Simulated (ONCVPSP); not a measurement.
# How hard is this selenium (Se) ONCV potential?

| Quantity | Value |
| --- | --- |
| Element | Se (Z = 34) |
| Generator | ONCVPSP 4.0.1 |
| Type | optimised norm-conserving Vanderbilt (ONCV) |
| Functional | LDA (Perdew-Zunger) |
| Relativity | fully relativistic |
| Frozen core | [Ar] |
| Valence charge | 16 |
| Reference configuration | 3d10 4s2 4p4 |
| Partial waves | 4s: rc 1.50 bohr, ncon 3, nbas 7, qcut 4.4 1/bohr, 2 projectors, debl 2.7 Ha; 4p: rc 1.40 bohr, ncon 5, nbas 9, qcut 4.7 1/bohr, 1 projector; 3d: rc 1.05 bohr, ncon 4, nbas 9, qcut 14.9 1/bohr, 1 projector |
| Local potential | polynomial inside 0.75 bohr (lpopt 5, dvloc0 2 Ha) |
| Core correction | Teter function fitted to the true core (icmod 2), fcfact 0.4 |

Open shells are filled in proportion to 2j + 1.

Task: For each optimised wave give the share of its norm inside rc, the residual kinetic energy above qcut (Ha) and the cutoffs (Ha) for errors of 10, 1, 0.1 and 0.01 mHa per electron.

Result:

```csv
wave,norm inside rc,residual KE,10 mHa,1 mHa,0.1 mHa,0.01 mHa
4s,0.362,2.0e-03,7.4,14.0,56.4,93.5
s projector 2,0.088,4.3e-03,8.6,16.3,43.6,108.7
4p j=3/2,0.146,3.7e-03,3.1,94.5,129.2,143.4
4p j=1/2,0.159,2.6e-03,3.3,65.2,126.3,141.5
3d j=5/2,0.901,1.3e-05,81.0,93.0,102.5,117.7
3d j=3/2,0.903,1.3e-05,81.2,93.1,102.5,119.9
```

The occupied waves need 95 Ha and 129 Ha for 1 and 0.1 mHa. Note: ghosts flagged at negative energy: s at -109.2 eV; GHOST(+) flagged for p3/2 at 3.1 eV, p1/2 at 7.8 eV. A true bound ghost makes a file unfit for plane-wave use.
